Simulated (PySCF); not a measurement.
Input and output

Ho4N4 (singlet in the valence; each metal's 4f electrons, 10 of them, lie in its core potential, out of spins and levels). PySCF 2.14.0, RKS TPSS, Ho lcecp-1-SVP with ECP56, N def2-SVP; non-relativistic Hamiltonian with scalar-relativistic core potentials where named; density fitting; no spin-orbit coupling. Purpose: level TPSS.

```python
mol = gto.M(atom='''
Ho     1.12806     1.12806     1.12806
Ho     1.12806    -1.12806    -1.12806
Ho    -1.12806     1.12806    -1.12806
Ho    -1.12806    -1.12806     1.12806
N      1.03551     1.03551    -1.03551
N      1.03551    -1.03551     1.03551
N     -1.03551     1.03551     1.03551
N     -1.03551    -1.03551    -1.03551''',
    basis={'Ho': 'lcecp-1-SVP', 'N': 'def2-SVP'},
    ecp={'Ho': 'lcecp-1-SVP'},
    charge=0, spin=0)
mf = dft.RKS(mol, xc='TPSS')
mf.grids.atom_grid = (75, 302)  # f atoms: unpruned, at least (60, 302)
mf = mf.density_fit()  # fitting sets: Ho AutoAux, N def2-universal-JKFIT
mf.conv_tol = 1e-08; mf.max_cycle = 55
mf.kernel(dm0)  # dm0: converged density of the relaxed state
mf.nuc_grad_method().kernel()
```

Run from Python with OMP_NUM_THREADS=4; the lines above give its settings. Where DIIS fails, smearing, a level shift and second-order steps follow.
It took 26 s on 4 threads of Arm Neoverse V1 (shared host), from an already converged density.

Problem. Where do the frontier levels lie, over both spins?

Solution. HOMO -3.57 eV, LUMO -1.37 eV. The 4f levels lie in the core potential and are missing.

Problem. What does the SCF print?

Solution. 
```
init E= -369.82821916109
cycle= 1 E= -369.824953689258  delta_E= 0.00327  |g|= 0.148  |ddm|= 0.377
cycle= 2 E= -369.741288412362  delta_E= 0.0837  |g|= 0.598  |ddm|= 0.697
cycle= 3 E= -369.830491247665  delta_E= -0.0892  |g|= 0.0162  |ddm|= 0.561
cycle= 4 E= -369.830557167648  delta_E= -6.59e-05  |g|= 0.00282  |ddm|= 0.0318
...
cycle= 7 E= -369.830559047487  delta_E= -1.14e-08  |g|= 8.18e-05  |ddm|= 0.000253
cycle= 8 E= -369.830559049127  delta_E= -1.64e-09  |g|= 1.12e-05  |ddm|= 7.82e-05
Extra cycle  E= -369.830559048884  delta_E= 2.44e-10  |g|= 2.89e-05  |ddm|= 6.39e-05
converged SCF energy = -369.830559048884
```

Problem. What are the Mulliken charges and spins?

Solution. 
| atom | charge (e) | spin (e) |
| --- | --- | --- |
| Ho1 | 0.639 | 0.000 |
| Ho2 | 0.639 | 0.000 |
| Ho3 | 0.639 | 0.000 |
| Ho4 | 0.639 | 0.000 |
| N5 | -0.639 | 0.000 |
| N6 | -0.639 | 0.000 |
| N7 | -0.639 | 0.000 |
| N8 | -0.639 | 0.000 |
The spin of the 4f electrons in the core isn't counted.

Problem. What forces act on the atoms (eV/Å)?

Solution. 
```
Ho   0.05  0.05  0.05
Ho   0.05 -0.05 -0.05
Ho  -0.05  0.05 -0.05
Ho  -0.05 -0.05  0.05
N    0.12  0.12 -0.12
N    0.12 -0.12  0.12
N   -0.12  0.12  0.12
N   -0.12 -0.12 -0.12
```
Forces carry noise of the integration grid, about 0.01 to 0.03 eV/Å.

The geometry was relaxed with PBE (Ho lcecp-1-SVP with ECP56, N def2-SVP).

An lcecp potential fixes the number of 4f electrons, so in runs with it no electron can move into or out of that shell.
